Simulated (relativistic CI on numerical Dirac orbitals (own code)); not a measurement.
# d5 in a ligand field

Computed with a parametric ligand-field model of a d^n configuration (Racah B and C, spin-orbit zeta, crystal field), exact diagonalisation.

Field parameters in Wybourne normalisation: Oh B⁴₀ = 21Dq, B⁴₄ = √(5/14) B⁴₀; Td as Oh with Dq negative (B⁴₀ = 21Dq, B⁴₄ = √(5/14) B⁴₀). The field is a parameter set, without covalency.

(1) Lowest levels for B = 670, C = 3260, ζ = 3650 cm⁻¹, Td, 10Dq = -11100 cm⁻¹?

(2) Lowest levels for B = 620, C = 3130, ζ = 260 cm⁻¹, Oh, 10Dq = 25500 cm⁻¹?

(3) Lowest levels for B = 480, C = 1690, ζ = 1850 cm⁻¹, Oh, 10Dq = 20200 cm⁻¹?

(4) Lowest levels for B = 640, C = 3240, ζ = 3550 cm⁻¹, Oh, 10Dq = 23150 cm⁻¹?

(5) Lowest levels for B = 480, C = 2180, ζ = 3300 cm⁻¹, Oh, 10Dq = 33650 cm⁻¹?

Answers

(1) Γ8 0 (S 2.36), Γ7 56 (S 2.37), Γ8 10576 (S 1.22), Γ7 13742 (S 1.40), Γ6 14939 (S 1.47), Γ8 15250 (S 1.47), Γ7 18741 (S 1.31), Γ6 19139 (S 1.44), Γ8 19269 (S 1.45) cm⁻¹, with S from ⟨S²⟩ = S(S + 1). The ground level has 2.11 electrons in the cubic e pair; its S is far from a half-integer, so spin-orbit coupling mixes spin states.

(2) Γ7 0 (S 0.50), Γ8 451 (S 0.50), Γ8 11358 (S 1.63), Γ7 11371 (S 1.63), Γ8 11564 (S 1.50), Γ6 11617 (S 1.50), Γ8 12545 (S 2.41), Γ7 12547 (S 2.41), Γ6 16070 (S 1.50) cm⁻¹, with S from ⟨S²⟩ = S(S + 1). The ground level has 0.05 electrons in the cubic e pair.

(3) Γ7 0 (S 0.58), Γ8 3500 (S 0.56), Γ8 13072 (S 1.58), Γ7 13910 (S 1.62), Γ8 14766 (S 1.49), Γ6 15283 (S 1.49), Γ6 18026 (S 1.47), Γ8 18144 (S 1.46), Γ7 18288 (S 1.34) cm⁻¹, with S from ⟨S²⟩ = S(S + 1). The ground level has 0.11 electrons in the cubic e pair; its S is far from a half-integer, so spin-orbit coupling mixes spin states.

(4) Γ7 0 (S 0.82), Γ8 6545 (S 1.16), Γ8 10029 (S 1.76), Γ7 10803 (S 2.11), Γ8 15334 (S 1.53), Γ6 16581 (S 1.48), Γ8 18003 (S 1.82), Γ7 19352 (S 1.70), Γ6 19810 (S 1.47) cm⁻¹, with S from ⟨S²⟩ = S(S + 1). The ground level has 0.32 electrons in the cubic e pair; its S is far from a half-integer, so spin-orbit coupling mixes spin states.

(5) Γ7 0 (S 0.57), Γ8 6030 (S 0.55), Γ8 24969 (S 1.49), Γ7 26977 (S 1.53), Γ8 27877 (S 1.48), Γ6 28881 (S 1.48), Γ6 31206 (S 1.46), Γ8 31597 (S 1.41), Γ7 31809 (S 1.29) cm⁻¹, with S from ⟨S²⟩ = S(S + 1). The ground level has 0.09 electrons in the cubic e pair.
